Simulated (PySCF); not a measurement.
TDDFT excited states: C6H5ClO2S

Compound: C₆H₅ClO₂S.
InChI=1S/C6H5ClO2S/c7-10(8,9)6-4-2-1-3-5-6/h1-5H

Computed with TDDFT B3LYP/def2-SVPD, vertical, gas phase, core orbitals frozen in the response in PySCF. The structure is a single PBE0-D3(BJ)/def2-SVP conformer in the gas phase; no vibrational or solvent corrections. Torsions of this conformer, `[O:1]=[S:2](=[O:3])([Cl:4])[c:5]1[cH:6][cH:7][cH:8][cH:9][cH:10]1`: O1–S2–C5–C6 21°.

Question: Predict the UV-vis stick spectrum at this level.

Answer: 

```
state  E (eV)  λ (nm)       f  symmetry  main configurations (H = HOMO, L = LUMO)
   S1    4.80   258.4   0.014        A″                   H→L (90%), H-1→L+2 (9%)
   S2    4.87   254.5   0.085        A′                               H-1→L (89%)
   S3    5.13   241.8  0.0022        A″                               H-2→L (93%)
   S4    5.64   220.0  0.0001         –                H→L+1 (61%), H-1→L+2 (34%)
   S5    5.82   213.1  0.0050        A′                  H-4→L (73%), H-3→L (16%)
   S6    5.86   211.7  0.0018         –                               H-5→L (95%)
```

The lowest singlet comes at 258 nm (463 kJ/mol) in the ultraviolet; it is weak; its leading configuration is HOMO→LUMO (90%). The most intense listed level is S2 at 4.87 eV (255 nm, f = 0.085), 0.07 eV above S1. Löwdin shares by element: HOMO carbon 81% or more (atoms not listed hold the other 19%); LUMO chlorine 27%, sulfur 19%, carbon 18% or more (atoms not listed hold the other 36%). Of the 6 states listed, 2 reach f = 0.01 and 1 stays under 0.0005. The listed states span 1.06 eV, and the widest gap between neighbours is 0.51 eV (S3 to S4). The oscillator strengths of these states sum to 0.108; summed over the whole spectrum of an exact calculation they would give the number of electrons, 90 (Thomas–Reiche–Kuhn). Symmetry labels in Cs follow from the direction of the transition dipole and are given only for states with f of 0.002 or more. The window holds the lowest 6 singlets.
